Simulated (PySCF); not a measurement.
silicon monosulfide (SSi), singlet, geometry from GFN2-xTB; M062X/def2-SVP (PySCF).

Here is a job for PySCF.
```python
from pyscf import gto, scf, dft

mol = gto.Mole()
mol.atom = '''
    Si   -0.000000   -0.000000   -1.066604
    S     0.000000    0.000000    0.933278
'''
mol.basis = 'def2-svp'
mol.charge = 0
mol.spin = 0
mol.verbose = 4
mol.build()

mf = dft.RKS(mol)
mf.xc = 'm062x'
mf.kernel()
mf.analyze()
```

It wrote (shortened):

```
PySCF version 2.14.0

[INPUT] verbose = 4
[INPUT] num. atoms = 2
[INPUT] num. electrons = 30
[INPUT] charge = 0
[INPUT] spin (= nelec alpha-beta = 2S) = 0
[INPUT] symmetry False subgroup None
[INPUT] Mole.unit = angstrom
[INPUT] Symbol           X                Y                Z      unit          X                Y                Z       unit  Magmom
[...]
nuclear repulsion = 59.2713446323733
number of shells = 16
number of NR pGTOs = 72
number of NR cGTOs = 36
basis = def2-svp
ecp = {}

******** <class 'pyscf.dft.rks.RKS'> ********
method = RKS
initial guess = minao
damping factor = 0
level_shift factor = 0
DIIS = <class 'pyscf.scf.diis.CDIIS'>
diis_start_cycle = 1
diis_space = 8
diis_damp = 0
SCF conv_tol = 1e-09
SCF conv_tol_grad = None
SCF max_cycles = 50
direct_scf = True
direct_scf_tol = 1e-13
XC library pyscf.dft.libxc version 7.1.2
    S. Lehtola, C. Steigemann, M. J. T. Oliveira, and M. A. L. Marques,  SoftwareX 7, 1–5 (2018)
XC functionals = m062x
    Y. Zhao and D. G. Truhlar,  Theor. Chem. Acc. 120, 215 (2008)
    Y. Zhao and D. G. Truhlar,  Theor. Chem. Acc. 120, 215 (2008)
radial grids:
    Treutler-Ahlrichs [JCP 102, 346 (1995); DOI:10.1063/1.469408] (M4) radial grids

becke partition: Becke, JCP 88, 2547 (1988); DOI:10.1063/1.454033
pruning grids: <function nwchem_prune>
grids dens level: 3
symmetrized grids: False
atomic radii adjust function: <function treutler_atomic_radii_adjust>
small_rho_cutoff = 0
Set gradient conv threshold to 3.16228e-05
Initial guess from minao.
tot grids = 38064
init E= -687.390719826058
[...]
cycle= 1 E= -687.370555755396  delta_E= 0.0202  |g|= 0.404  |ddm|=  1.5
[...]
cycle= 2 E= -687.123899714386  delta_E= 0.247  |g|= 0.918  |ddm|= 1.61
[...]
cycle= 3 E= -687.445285493927  delta_E= -0.321  |g|= 0.0262  |ddm|= 1.05
[...]
cycle= 4 E= -687.445516061434  delta_E= -0.000231  |g|= 0.00731  |ddm|= 0.055
[...]
cycle= 5 E= -687.445535063215  delta_E= -1.9e-05  |g|= 0.002  |ddm|= 0.00942
[...]
cycle= 6 E= -687.445536705784  delta_E= -1.64e-06  |g|= 0.000225  |ddm|= 0.00442
[...]
cycle= 7 E= -687.44553673733  delta_E= -3.15e-08  |g|= 3.53e-05  |ddm|= 0.000483
[...]
cycle= 8 E= -687.445536738567  delta_E= -1.24e-09  |g|= 1.84e-05  |ddm|= 0.000145
[...]
cycle= 9 E= -687.445536738706  delta_E= -1.39e-10  |g|= 3.62e-06  |ddm|= 3.35e-05
[...]
Extra cycle  E= -687.445536738701  delta_E= 5.23e-12  |g|= 5.13e-06  |ddm|= 1.17e-05
converged SCF energy = -687.445536738701
**** SCF Summaries ****
Total Energy =                        -687.445536738700866
Nuclear Repulsion Energy =              59.271344632373314
One-electron Energy =                -1068.957468165623141
Two-electron Energy =                  322.240586794548960
Two-electron Coulomb Energy =          368.747544699307980
DFT Exchange-Correlation Energy =      -46.506957904759020
HOMO-LUMO gap [eV] =                     7.430117716735028
**** MO energy ****
[...]
 ** Mulliken pop on meta-lowdin orthogonal AOs  **
 ** Mulliken pop  **
[...]
 ** Mulliken atomic charges  **
charge of    0Si =      0.28281
charge of    1S =     -0.28281
Dipole moment(X, Y, Z, Debye):  0.00000,  0.00000, -2.02600
```
